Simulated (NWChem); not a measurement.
System: trifluoroacetic acid (C₂HF₃O₂); SMILES C(O)(C(F)(F)F)=O

Input file for NWChem:

```
start job
memory heap 200 mb stack 900 mb global 1100 mb
geometry units angstroms noautoz
  O     -1.102602    -1.474466     0.000299
  C      0.111537    -0.942287     0.001041
  O      1.144366    -1.540739     0.000660
  C      0.016684     0.595193     0.000360
  F     -0.653260     1.015631     1.069563
  F      1.224446     1.125181     0.017198
  F     -0.622604     1.014539    -1.088110
  H     -0.999325    -2.439402    -0.000774
end
basis spherical
  * library def2-svp
end
dft
  xc xwpbe 0.80 cpbe96 1.0 hfexch 1.00
  cam 0.2 cam_alpha 0.2 cam_beta 0.8
  iterations 150
  mulliken
end
task dft energy
```

Structure relaxed at the PBE0/def2-SVP level.

Q: Predict the main results of this run. (LRC-wPBEh/def2-SVP.) Quantities: energy (Ha); highest occupied level (eV); orbital gap (eV); dipole (D).

A: The energy (Ha) is -525.93. The highest occupied level (eV) is -10.88, the orbital gap (eV) is 11.85 and the dipole (D) comes out as 2.19.
